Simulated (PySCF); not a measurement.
Identify the unknown among the candidates.

All candidates are C6H11N.

- Dipole: 2.68 D [wB97X-D/def2-SVPD]
- UV, strongest line: among the 6 lowest singlet transitions: S3 at 7.70 eV (161 nm, f = 0.198) [TDDFT wB97X-D/def2-SVPD]
- UV, first state: lowest singlet excitation: 5.33 eV (233 nm, f = 0.003) [TDDFT wB97X-D/def2-SVPD]
- Rotational structure: rotational constants A, B, C: 3.512, 2.864, 1.704 GHz [PBE0-D3(BJ)/def2-SVP]
- Polarisability: 76.1 au [wB97X-D/def2-SVPD]

The electronic properties come from PySCF, for the isolated species, density fitting. Levels stand in brackets. One conformer (not necessarily the lowest) at the PBE0-D3(BJ)/def2-SVP geometry, without solvent, vibrations or thermal averaging.

Question: Which candidate is it?
A. `CCC(C#N)CC`
B. `[H]/N=C1/CCC[C@H]1C`
C. `CCC(C)(C)C#N`

Answer: B. It is `[H]/N=C1/CCC[C@H]1C`. Numbering: `[H]/[N:7]=[C:6]1\[C@H:2]([CH3:1])[CH2:3][CH2:4][CH2:5]1`. Its formula, C6H11N, gives 2 degrees of unsaturation: 1 ring and 1 π bond in the structure found. The optimised geometry has point group C1 and is an asymmetric top.

The others, at the same levels:
- `CCC(C#N)CC` fails: its computed lowest singlet excitation is 7.69 eV (161 nm, f = 0.000) (against 5.33 eV), strongest line among the 6 lowest singlet transitions is S4 at 9.13 eV (136 nm, f = 0.041) (against S3 at 7.70 eV) and smallest rotational constant is 1.323 GHz (against 1.704 GHz).
- `CCC(C)(C)C#N` fails: its computed lowest singlet excitation is 7.76 eV (160 nm, f = 0.000) (against 5.33 eV), rotational constant A is 2.790 GHz (against 3.512 GHz) and smallest rotational constant is 1.845 GHz (against 1.704 GHz).

Each candidate is one conformer, not necessarily the lowest. Dipoles, sizes and rotational constants follow the conformer. The torsions of the flexible species, by atom-mapped SMILES:
- `[CH3:1][CH2:2][CH:3]([C:4]#[N:5])[CH2:6][CH3:7]`: C1–C2–C3–C4 -59°, C2–C3–C6–C7 -176°
- `[CH3:1][CH2:2][C:3]([CH3:4])([CH3:5])[C:6]#[N:7]`: C1–C2–C3–C4 -177°

The conformers of `[H]/N=C1/CCC[C@H]1C` aren't listed.
